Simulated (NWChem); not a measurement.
Molecule: BeH2Se; SMILES [SeH][BeH]

```xyz
4

Be     0.1048    -1.5532     0.0000
H      0.0483    -2.8787     0.0000
Se     0.2237     0.4861     0.0000
H     -1.2574     0.5796     0.0000
```
Atoms are numbered in this order, from 1.

All runs: NWChem. Pople sets run with spherical d functions. Coordinates come from a B3LYP/6-31G* (spherical d) optimisation. B3LYP is NWChem's, with the RPA form of VWN correlation. GIAO values for the isolated, static molecule; σ is the absolute isotropic shielding, δ = σ(reference) − σ with the isolated reference molecule computed at the same levels (1H: tetramethylsilane). Spin-orbit effects, on the heavy nuclei and on their neighbours, are missing.

| level | σ Be1 (ppm) | δ H2 (ppm) | σ Se3 (ppm) | δ H4 (ppm) |
|---|---|---|---|---|
| PBE/pcSseg-1 | 74.5 | 3.76 | 2075.3 | 0.81 |
| B3LYP/6-31G* | 87.1 | 4.54 | 2182.3 | 0.48 |
| PBE0/pcSseg-1 | 78.7 | 3.73 | 2136.2 | 0.94 |
| PBE0/pcSseg-2 | [?] | [?] | [?] | [?] |

Question: Complete the blanks.

Answer: 
- PBE0/pcSseg-2, σ Be1 (ppm): 76.5
- PBE0/pcSseg-2, δ H2 (ppm): 3.62
- PBE0/pcSseg-2, σ Se3 (ppm): 2155.7
- PBE0/pcSseg-2, δ H4 (ppm): 0.69
